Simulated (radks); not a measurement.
Results of a calculation; reference values are marked as such.
Task: Excited configurations of the lutetium ion Lu+: one electron is placed in a higher orbital outside [Xe] 4f14 6s1. The ground configuration is [Xe] 4f14 6s2. Code: a radial shooting solver on a logarithmic mesh with Libxc functionals. Model: non-relativistic Kohn-Sham, PBE, spin-polarised, spherical densities, point nucleus; open shells are filled with parallel spins first (spin-orbit coupling, left out, can overturn this in heavy ions); relativity is left out, which matters for an element this heavy. Excitation = E - E(ground); binding = E(ion) - E, where the ion is the core of charge +2; n* = 2/sqrt(2 binding) in atomic units, and the quantum defect is n - n*.

outer orbital  excitation (eV)  binding (eV)     n*  quantum defect  eigenvalue (eV)  <r> (bohr)
5d                      -0.310        13.426  2.013           2.987           -9.073       2.401
6f                      10.463         2.652  4.530           1.470           -2.000       13.37
7s                       7.085         6.030  3.004           3.996           -4.824       7.187

Estimate the row for 7d.

Result: excitation (eV) 9.811; binding (eV) 3.305; n* 4.058; quantum defect 2.942; eigenvalue (eV) -2.579; <r> (bohr) 11.82. The Delta-SCF ionisation energy is 13.116 eV (NIST Atomic Spectra Database: 14.13 eV, semi-empirical). Self-interaction in the functional shifts the binding energies and quantum defects, so they are the method's values and not measured ones. Relativity is left out here, which matters for elements this heavy. A negative excitation energy means that this level of theory puts the configuration below the NIST ground configuration.
